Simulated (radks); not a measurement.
Results of a calculation; reference values are marked as such.
Question: These are the eigenvalues of the occupied orbitals of an atom or ion with whole-number occupations (Ry). Level of theory: scalar-relativistic Kohn-Sham, exchange-only LDA, spin-polarised, spherical densities, point nucleus (a radial shooting solver on a logarithmic mesh with Libxc functionals).

orbital  eigenvalue
1s up     -942.7627
1s down   -942.7550
2s up     -143.6343
2s down   -143.1696
2p up     -129.5165
2p down   -129.1608
3s up     -38.25474
3s down   -37.59375
3p up     -33.76568
3p down   -33.10303
3d up     -26.60809

Which element is it, and in what charge state? The configuration may be excited. Open shells, if any, are filled with parallel spins first.

Answer: Z = 34, selenium, charge +12: Se12+ in [Ar] 3d4. The list shows which subshells hold electrons but not how many an open one holds; the 1s level, -471.38 hartree, gives Z - s = 30.7 by -(Z - s)^2/2, which with screening and relativity narrows Z to a few neighbours, and the depths of the outer levels then fix element, charge and occupations together.
